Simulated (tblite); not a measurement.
Compound: C₇H₁₀N₂.
SMILES with atom numbers: `[CH3:1][N:2]([CH3:3])/[CH:4]=[CH:5]/[CH:6]=[CH:7]/[C:8]#[N:9]` (hydrogens: H10, H11, H12 on C1; H13, H14, H15 on C3; H16 on C4; H17 on C5; H18 on C6; H19 on C7)

Structure optimised with GFN2-xTB, isolated species.

(1) What internal coordinates does the optimisation give?

Results:

(1) 
| bond | length (Å) |
| --- | --- |
| C1–N2, N2–C3 | 1.440 |
| N2–C4 | 1.352 |
| C4=C5 | 1.354 |
| C5–C6 | 1.421 |
| C6=C7 | 1.351 |
| C7–C8 | 1.396 |
| C8≡N9 | 1.151 |
| C1–H10 and 5 like bonds | 1.092 |
| C4–H16 | 1.083 |
| C5–H17 | 1.079 |
| C6–H18 | 1.084 |
| C7–H19 | 1.082 |

Bonds in one row agree within 0.01 Å and their mean is given. A selection of angles:
| angle | degrees |
| --- | --- |
| C1–N2–C3 | 116.5 |
| C1–N2–C4 | 120.9 |
| N2–C4–C5 | 127.2 |
| C4–C5–C6 | 121.6 |
| C5–C6–C7 | 124.4 |
| C6–C7–C8 | 122.3 |
| C7–C8–N9 | 179.7 |

Dihedral angles: C1–N2–C4–C5 -4° (synperiplanar); N2–C4–C5–C6 -177° (antiperiplanar); C4–C5–C6–C7 180° (antiperiplanar); C5–C6–C7–C8 180° (antiperiplanar). The mirror-image conformer, all signs reversed, is as good.

N2 (enamine nitrogen) is almost planar (angles 121.0°, 120.9° and 116.5°, sum 358.4°, 0.10 Å off the plane of its three neighbours). The 4 C–N bonds span 1.151 Å (C8≡N9, drawn triple) to 1.441 Å (C1–N2, drawn single), a spread of 0.290 Å. Of the pairs four or more bonds apart, H13···H16 is among the closest relative to their van der Waals radii: 2.18 Å, 91 % of the sum of Bondi's values. The C–C distances run from 1.351 Å (C6=C7, drawn double) to 1.421 Å (C5–C6, drawn single), a spread of 0.070 Å.

Its GFN2-xTB frequencies are all real (lowest 61 cm⁻¹). The numbers are those of one conformer.

These are computed values.
